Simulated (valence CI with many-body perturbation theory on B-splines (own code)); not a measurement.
## E1 line list for Pm XII

Calculated by configuration interaction combined with many-body perturbation theory (CI+MBPT): four valence electrons over a frozen Dirac-Fock core [Kr] 4d10, a basis of 7 s, 7 p, 7 d, 7 f, 4 g, 2 h functions for each j, with the one-electron correlation potential Σ1, the two-electron term Σ2, the three-electron term Σ3, Breit, model QED; selected CI, second order for the rest, scaled by the run's own slope (own B-spline code, finite nucleus).

No measured spectrum was set against this ion. As an estimate, terms of the open shell hold to a few per cent of their energy, and close levels can change places; configurations with another count of f electrons can be misplaced by thousands of cm⁻¹.

Lines 151 to 200 of 572 in falling wavelength, among levels below 238160 cm⁻¹, chosen from the strongest by gf and those to the six lowest levels. Wavelengths and rates use the calculated energies, so an error of 2000 cm⁻¹ moves a line at 630.0 Å by 1.3 % and its rate by three times that or more. Electric multipoles are in the length gauge, E1 and E2 with the static RPA response of the core. Weak lines are less certain than strong ones. Lines between different terms over intervals too small for the method are left out, as are lines whose strength nearly cancels. Where a level lies close to another of its J and parity, the split of strength between their lines is uncertain. The highest levels of a list are the least certain.

Names give the largest LS component (configuration and term), which can be under half, so a name can repeat, a term be missing and a line seem to break the LS rules; names also repeat where a configuration has a term twice. Letters in brackets count levels of one name in rising energy.

```
λ vac (Å)                Upper           Lower   A (s⁻¹)  S (a.u.)
    630.0  4f2 5s 5p 3H°_6 [a]    4f2 5s2 3H_6  1.56e+08  2.51e-01
    630.0         4f3 5s 5D°_2    4f2 5s2 3F_2  4.36e+07  2.69e-02
    629.9  4f2 5s 5p 3F°_2 [c]  4f 5s2 5p 3F_2  1.89e+07  1.17e-02
    629.8  4f2 5s 5p 3F°_3 [b]  4f 5s2 5p 3F_2  1.30e+07  1.12e-02
    629.7  4f2 5s 5p 3F°_3 [c]  4f 5s2 5p 3G_4  4.85e+07  4.19e-02
    628.7  4f2 5s 5p 5D°_3 [a]    4f2 5s2 3F_4  8.84e+06  7.59e-03
    628.3         4f3 5s 5D°_1    4f2 5s2 3F_2  3.31e+07  1.21e-02
    628.3         4f3 5s 5D°_3    4f2 5s2 3F_2  2.78e+07  2.38e-02
    628.3     4f3 5s 1H°_5 [a]    4f2 5s2 3H_4  3.13e+06  4.21e-03
    628.0  4f2 5s 5p 3H°_5 [a]    4f2 5s2 3H_5  1.72e+08  2.31e-01
    628.0      4f2 5s 5p 5H°_3    4f2 5s2 3H_4  1.95e+08  1.67e-01
    627.5     4f3 5s 3F°_3 [a]    4f2 5s2 3H_4  8.97e+07  7.66e-02
    627.1  4f2 5s 5p 3G°_3 [c]  4f 5s2 5p 3G_3  4.51e+06  3.84e-03
    626.9      4f2 5s 5p 5H°_7    4f2 5s2 3H_6  3.25e+08  5.92e-01
    626.8  4f2 5s 5p 5D°_3 [a]    4f2 5s2 3F_3  1.83e+08  1.56e-01
    626.8  4f2 5s 5p 3H°_4 [a]    4f2 5s2 3F_4  2.03e+07  2.22e-02
    626.6  4f2 5s 5p 3G°_4 [b]  4f 5s2 5p 3G_3  3.79e+06  4.14e-03
    626.6     4f3 5s 3F°_4 [a]    4f2 5s2 3H_4  1.38e+06  1.50e-03
    626.6  4f2 5s 5p 3I°_5 [b]    4f2 5s2 1I_6  2.41e+08  3.22e-01
    626.4  4f2 5s 5p 3G°_4 [c]  4f 5s2 5p 3G_4  2.82e+07  3.08e-02
    626.2     4f3 5s 3I°_5 [c]    4f2 5s2 3F_4  1.10e+08  1.47e-01
    626.1  4f2 5s 5p 3D°_1 [a]    4f2 5s2 3P_1  1.19e+07  4.33e-03
    626.0  4f2 5s 5p 5G°_4 [a]    4f2 5s2 3H_5  6.47e+05  7.05e-04
    625.7     4f3 5s 3H°_4 [b]    4f2 5s2 1G_4  1.70e+07  1.85e-02
    625.7     4f3 5s 3F°_3 [c]  4f 5s2 5p 3F_3  1.17e+08  9.87e-02
    625.0  4f2 5s 5p 3H°_4 [a]    4f2 5s2 3F_3  3.52e+07  3.81e-02
    624.4     4f3 5s 3G°_5 [b]    4f2 5s2 3F_4  8.53e+06  1.13e-02
    624.2  4f2 5s 5p 3G°_3 [a]    4f2 5s2 1G_4  9.76e+07  8.20e-02
    624.1     4f3 5s 1D°_2 [a]    4f2 5s2 3F_3  7.22e+06  4.33e-03
    624.1  4f2 5s 5p 3F°_2 [b]    4f2 5s2 1D_2  1.12e+08  6.70e-02
    623.0  4f2 5s 5p 3G°_5 [d]  4f 5s2 5p 3G_4  9.91e+06  1.30e-02
    623.0  4f2 5s 5p 3I°_7 [a]    4f2 5s2 1I_6  3.09e+08  5.53e-01
    622.6     4f3 5s 3H°_5 [b]    4f2 5s2 1G_4  7.54e+06  9.88e-03
    621.2     4f3 5s 3F°_4 [c]  4f 5s2 5p 3F_3  1.19e+08  1.27e-01
    621.2  4f2 5s 5p 3D°_1 [a]    4f2 5s2 3P_0  7.70e+07  2.73e-02
    621.0     4f3 5s 1D°_2 [b]    4f2 5s2 1D_2  6.59e+07  3.90e-02
    620.7  4f2 5s 5p 5D°_4 [a]    4f2 5s2 3F_4  4.66e+07  4.95e-02
    620.5      4f2 5s 5p 5F°_2    4f2 5s2 3F_2  2.62e+08  1.54e-01
    619.9      4f 5s 5p2 5G°_2  4f 5s2 5p 3F_2  2.08e+08  1.22e-01
    619.2      4f2 5s 5p 5H°_4    4f2 5s2 3H_4  2.56e+08  2.70e-01
    619.2      4f2 5s 5p 5F°_1    4f2 5s2 3F_2  4.80e+08  1.69e-01
    619.0  4f2 5s 5p 5D°_4 [a]    4f2 5s2 3F_3  1.28e+08  1.34e-01
    618.7  4f2 5s 5p 5G°_3 [a]    4f2 5s2 3H_4  3.11e+07  2.54e-02
    618.7     4f3 5s 3I°_5 [b]    4f2 5s2 3H_6  1.91e+07  2.46e-02
    618.7      4f2 5s 5p 1S°_0    4f2 5s2 3P_1  2.52e+08  2.94e-02
    617.7      4f2 5s 5p 3P°_2    4f2 5s2 1D_2  8.19e+07  4.76e-02
    617.0  4f2 5s 5p 5D°_3 [a]    4f2 5s2 3F_2  1.10e+08  8.95e-02
    616.8  4f2 5s 5p 3D°_1 [c]  4f 5s2 5p 3F_2  1.38e+07  4.79e-03
    616.1     4f3 5s 3F°_3 [c]  4f 5s2 5p 3F_2  5.09e+07  4.11e-02
    616.0  4f2 5s 5p 3H°_4 [c]    4f2 5s2 1G_4  1.26e+08  1.31e-01
```
